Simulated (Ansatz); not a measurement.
Ansatz (a first-principles code) input for Sb(Cl)2(Me) (CH₃Cl₂Sb), SMILES [Sb]([CH3])([Cl])[Cl], B3LYP-D3(BJ)/def2-SVP. 

Ansatz 0.2 input:
```yaml
crystal:
  periodic: [false, false, false]
  atoms:
    - {symbol: Sb, position_ang: [-0.47559961, 0.36389383, 0.00000001]}
    - {symbol: Cl, position_ang: [0.34781844, -0.99856329, 1.74045984]}
    - {symbol: Cl, position_ang: [0.34781843, -0.99856326, -1.74045987]}
    - {symbol: C, position_ang: [1.28556199, 1.64156815, 0.00000001]}
    - {symbol: H, position_ang: [1.86905121, 1.43162997, -0.88710818]}
    - {symbol: H, position_ang: [1.86905121, 1.43162996, 0.88710820]}
    - {symbol: H, position_ang: [0.97827891, 2.67989722, 0.00000002]}
basis:
  gaussian:
    orbitals: def2-SVP
hamiltonian:
  xc: b3lyp
  dispersion: d3bj
relax: {f_tol: 0.002, max_steps: 200}
```

Log of the run:

```
WARN ansatz: RAYON_NUM_THREADS=1 ignored (pool sized by the plan → 1); use --threads N
Functional definition: B3LYP
integrals: 0.04 GiB planned
1032 factors; integrals over basis functions are off by at most 3.5e-4 eV
mean field: 0.41 GiB planned
mean field evaluation 1: about -32658.3733 eV, gradient 5.1e1 eV
mean field evaluation 2: about -32650.2592 eV, gradient 6.9e1 eV
mean field evaluation 4: about -32665.1197 eV, gradient 1.9e0 eV
mean field evaluation 8: about -32665.1572 eV, gradient 1.2e-1 eV
mean field evaluation 16: about -32665.1572 eV, gradient 1.4e-5 eV
mean field -32665.15723333 eV, -1200.4223870863 hartree, gradient 1.4e-5 eV, S^2 0.000000; 0 other end points of the search recorded, 0 dependent functions left out
the calculation of the forces begins
reference -32665.15746336 eV, -1200.4223955395 hartree; 33, 33 occupied and 58, 58 virtual orbitals, 1032 factors
relax step   1: F+E_penalty+E_count = -32665.56582507 eV  Δ(F+E_penalty+E_count) = +0.000e0 eV  max|allowed force component| = 6.110e-1 eV/Å  Δτ_max = 0.0000 Å  (29 SCF iters, accepted)
these checks for a lower state are left out or cut short: starts, cluster_reference, orbital_swaps, neighbouring_geometries, increment
integrals: 0.04 GiB planned
1032 factors; integrals over basis functions are off by at most 3.7e-4 eV
mean field: 0.41 GiB planned
mean field -32665.19495617 eV, -1200.4237733748 hartree, gradient 1.9e-5 eV, S^2 0.000000; 0 other end points of the search recorded, 0 dependent functions left out
the calculation of the forces begins
reference -32665.19519007 eV, -1200.4237819705 hartree; 33, 33 occupied and 58, 58 virtual orbitals, 1032 factors
relax step   2: F+E_penalty+E_count = -32665.58487062 eV  Δ(F+E_penalty+E_count) = -1.905e-2 eV  max|allowed force component| = 4.265e-1 eV/Å  Δτ_max = 0.1612 Å  (29 SCF iters, accepted)
these checks for a lower state are left out or cut short: starts, cluster_reference, orbital_swaps, neighbouring_geometries, increment
integrals: 0.04 GiB planned
1032 factors; integrals over basis functions are off by at most 3.8e-4 eV
mean field: 0.41 GiB planned
mean field evaluation 32: about -32665.2285 eV, gradient 6.8e-6 eV
mean field -32665.22851685 eV, -1200.4250067070 hartree, gradient 6.8e-6 eV, S^2 0.000000; 0 other end points of the search recorded, 0 dependent functions left out
the calculation of the forces begins
reference -32665.22874922 eV, -1200.4250152465 hartree; 33, 33 occupied and 58, 58 virtual orbitals, 1032 factors
relax step   3: F+E_penalty+E_count = -32665.62563352 eV  Δ(F+E_penalty+E_count) = -4.076e-2 eV  max|allowed force component| = 1.040e-1 eV/Å  Δτ_max = 0.0669 Å  (31 SCF iters, accepted)
these checks for a lower state are left out or cut short: starts, cluster_reference, orbital_swaps, neighbouring_geometries, increment
integrals: 0.04 GiB planned
1032 factors; integrals over basis functions are off by at most 3.8e-4 eV
mean field: 0.41 GiB planned
mean field -32665.22844478 eV, -1200.4250040584 hartree, gradient 6.3e-6 eV, S^2 0.000000; 0 other end points of the search recorded, 0 dependent functions left out
the calculation of the forces begins
reference -32665.22867685 eV, -1200.4250125869 hartree; 33, 33 occupied and 58, 58 virtual orbitals, 1032 factors
relax step   4: F+E_penalty+E_count = -32665.62692701 eV  Δ(F+E_penalty+E_count) = -1.293e-3 eV  max|allowed force component| = 2.000e-2 eV/Å  Δτ_max = 0.0155 Å  (32 SCF iters, accepted)
these checks for a lower state are left out or cut short: starts, cluster_reference, orbital_swaps, neighbouring_geometries, increment
integrals: 0.04 GiB planned
1032 factors; integrals over basis functions are off by at most 3.8e-4 eV
mean field: 0.41 GiB planned
mean field -32665.22855123 eV, -1200.4250079705 hartree, gradient 5.3e-5 eV, S^2 0.000000; 0 other end points of the search recorded, 0 dependent functions left out
the calculation of the forces begins
reference -32665.22878332 eV, -1200.4250164998 hartree; 33, 33 occupied and 58, 58 virtual orbitals, 1032 factors
relax step   5: F+E_penalty+E_count = -32665.62695990 eV  Δ(F+E_penalty+E_count) = -3.290e-5 eV  max|allowed force component| = 6.755e-3 eV/Å  Δτ_max = 0.0010 Å  (21 SCF iters, accepted)
these checks for a lower state are left out or cut short: starts, cluster_reference, orbital_swaps, neighbouring_geometries, increment
integrals: 0.04 GiB planned
1032 factors; integrals over basis functions are off by at most 3.8e-4 eV
mean field: 0.41 GiB planned
mean field -32665.22851791 eV, -1200.4250067461 hartree, gradient 5.8e-5 eV, S^2 0.000000; 0 other end points of the search recorded, 0 dependent functions left out
the calculation of the forces begins
reference -32665.22875000 eV, -1200.4250152751 hartree; 33, 33 occupied and 58, 58 virtual orbitals, 1032 factors
relax step   6: F+E_penalty+E_count = -32665.62696365 eV  Δ(F+E_penalty+E_count) = -3.748e-6 eV  max|allowed force component| = 3.617e-3 eV/Å  Δτ_max = 0.0011 Å  (21 SCF iters, accepted)
these checks for a lower state are left out or cut short: starts, cluster_reference, orbital_swaps, neighbouring_geometries, increment
integrals: 0.04 GiB planned
1032 factors; integrals over basis functions are off by at most 3.8e-4 eV
mean field: 0.41 GiB planned
mean field -32665.22855756 eV, -1200.4250082033 hartree, gradient 2.5e-5 eV, S^2 0.000000; 0 other end points of the search recorded, 0 dependent functions left out
the calculation of the forces begins
reference -32665.22878966 eV, -1200.4250167327 hartree; 33, 33 occupied and 58, 58 virtual orbitals, 1032 factors
relax step   7: F+E_penalty+E_count = -32665.62696518 eV  Δ(F+E_penalty+E_count) = -1.525e-6 eV  max|allowed force component| = 3.168e-3 eV/Å  Δτ_max = 0.0005 Å  (21 SCF iters, accepted)
these checks for a lower state are left out or cut short: starts, cluster_reference, orbital_swaps, neighbouring_geometries, increment
integrals: 0.04 GiB planned
1032 factors; integrals over basis functions are off by at most 3.8e-4 eV
mean field: 0.41 GiB planned
mean field -32665.22854865 eV, -1200.4250078757 hartree, gradient 1.5e-5 eV, S^2 0.000000; 0 other end points of the search recorded, 0 dependent functions left out
the calculation of the forces begins
reference -32665.22878074 eV, -1200.4250164050 hartree; 33, 33 occupied and 58, 58 virtual orbitals, 1032 factors
relax step   8: F+E_penalty+E_count = -32665.62696568 eV  Δ(F+E_penalty+E_count) = -4.997e-7 eV  max|allowed force component| = 3.384e-4 eV/Å  Δτ_max = 0.0002 Å  (20 SCF iters, accepted)
integrals: 0.04 GiB planned
1032 factors; integrals over basis functions are off by at most 3.8e-4 eV
mean field: 0.41 GiB planned
mean field evaluation 64: about -32658.5737 eV, gradient 5.0e1 eV
mean field -32665.22854865 eV, -1200.4250078757 hartree, gradient 1.5e-5 eV, S^2 0.000000; 1 other end points of the search recorded, 0 dependent functions left out
the calculation of the forces begins
reference -32665.22878074 eV, -1200.4250164050 hartree; 33, 33 occupied and 58, 58 virtual orbitals, 1032 factors
Total energy: -32665.62719777 eV, -1200.4396579607 hartree
Atom 0 at    -0.451230     0.336631     0.000000 Å, force     0.000287    -0.000338    -0.000000 eV/Å
Atom 1 at     0.326604    -1.006975     1.832216 Å, force    -0.000109     0.000147    -0.000059 eV/Å
Atom 2 at     0.326604    -1.006975    -1.832216 Å, force    -0.000109     0.000147     0.000059 eV/Å
Atom 3 at     1.292608     1.652895     0.000000 Å, force    -0.000247     0.000085    -0.000000 eV/Å
Atom 4 at     1.881961     1.436578    -0.901190 Å, force     0.000086    -0.000083    -0.000029 eV/Å
Atom 5 at     1.881961     1.436578     0.901190 Å, force     0.000086    -0.000083     0.000029 eV/Å
Atom 6 at     0.963474     2.702759     0.000000 Å, force     0.000005     0.000126    -0.000000 eV/Å
Dipole moment:    -0.187426     0.647427     0.000000 e Å
```

The run converged.
